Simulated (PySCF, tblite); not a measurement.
Isomers of C3H11NSi2, one GFN2-xTB conformer each. Single-point energies are computed at PBE0/pcSseg-1 (PySCF, gas phase, no added dispersion term), electronic only.

Problem. Rank them by PBE0/pcSseg-1 energy, lowest first (kcal/mol).
A. `[CH3:1]/[CH:2]=[N:3]/[Si@@H:4]([CH3:5])[SiH3:6]` with C2–N3–Si4–C5 128°
B. `[SiH3:1][N:2]([SiH3:3])[CH:4]1[CH2:5][CH2:6]1` with Si1–N2–C4–C5 -149°

Solution. A (0.0), B (11.1).

As drawn, the lower has a C=N bond, an Si–Si bond and an Si–C bond, which the higher lacks; the higher has a three-membered ring, which the lower lacks. GFN2-xTB itself gives, in the same order: 30.4, 0.0. GFN2-xTB puts [SiH3]N([SiH3])C1CC1 lowest instead.

Problem. Which frontier levels, dipoles and rotational constants go with these structures?

Solution. 
| SMILES | HOMO (eV, PBE0/pcSseg-1) | LUMO (eV) | dipole (D) | A, B, C (MHz) |
| --- | --- | --- | --- | --- |
| C/C=N/[Si@@H](C)[SiH3] | -6.84 | -0.60 | 1.81 | 2989, 1226, 958.8 |
| [SiH3]N([SiH3])C1CC1 | -6.73 | 0.47 | 0.71 | 2651, 2057, 1272 |

Problem. What happens when harmonic zero-point energies from GFN2-xTB frequencies are added?

Solution. 
```csv
SMILES,ZPE (kcal/mol),electronic (kcal/mol),with ZPE (kcal/mol)
C/C=N/[Si@@H](C)[SiH3],79.0,0.0,0.0
[SiH3]N([SiH3])C1CC1,78.3,11.1,10.4
```

The zero-point energies span 0.7 kcal/mol. The order is unchanged.
